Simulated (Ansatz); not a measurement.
An input meant for Pb3Se2 (charge 0, singlet).

```yaml
crystal:
  periodic: [true, true, true]
  atoms:
    - {symbol: Pb, position_ang: [0.779085, 1.344782, 1.010714]}
    - {symbol: Pb, position_ang: [1.505915, -1.475913, -0.142039]}
    - {symbol: Pb, position_ang: [-1.938940, 0.728474, -0.419704]}
    - {symbol: Se, position_ang: [-0.814408, -1.103792, 1.341026]}
    - {symbol: Se, position_ang: [0.468348, 0.506449, -1.789998]}
basis:
  gaussian: {orbitals: def2-SVPD, final_grid: {core_spheres: 8, valence_spheres: 7, degree: 23}}
hamiltonian: {xc: {name: wB97}}
scf: {omitted_lower_state_checks: [starts]}
```

```sh
$ ansatz run in.yaml --threads 4 --pin off --events-out ev --progress --plain --max-ram 4787MiB
```

It prints (some lines left out):

```
Error: YAML parse error: error: line 2 column 3: crystal: missing field `lattice` (a structure is typed as `lattice` and `atoms`, a molecule's as `atoms` in Å alone, or read from a run's directory, `checkpoint`)
 --> <input>:2:3
1 | crystal:
2 |   periodic: [true, true, true]
3 |   atoms:
4 |     - {symbol: Pb, position_ang: [0.779085, 1.344782, 1.010714]}
```

(1) Something in this input is off. What?

Results:

(1) The species is marked periodic without a cell. The input was rejected before any iteration.
